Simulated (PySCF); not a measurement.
Coordinates in bohr (charge 0 multiplicity 4):
```
Co    0.0000    0.0000    0.0000
F    -0.0001    3.1500   -0.8337
F     0.0001   -3.1500   -0.8337
F     3.1500    0.0001    0.8337
F    -3.1500   -0.0001    0.8337
```

All numbers come from UPBE in PySCF with Co def2-SVP, F def2-SVP; no relativity; density-fitted integrals.

This geometry of CoF₄ is a stationary point at this level.

**Question.** What is the point group?

**Answer.** D2d.

**Question.** Is it a minimum?

**Answer.** Yes: all harmonic wavenumbers are real.

**Question.** What are the dipole moment and the gap between the highest occupied and lowest empty levels of either spin?

**Answer.** 0.00 D and 0.56 eV.

**Question.** Give the ideal-gas entropy at 298.15 K and 1 bar by parts.

**Answer.** translation 170.0, rotation 99.1, vibration 45.4, spin 11.5; total 326.0 J/(mol K).

**Question.** What is the atomisation energy, with and without zero-point energy?

**Answer.** 1673 kJ/mol without, 1649 kJ/mol with.

This need not be the most stable arrangement of these atoms. Open d and f shells are described by one determinant, and the ground state may have another occupation or spin. At this level a sextet minimum of Td symmetry lies 28 kJ/mol below this structure.
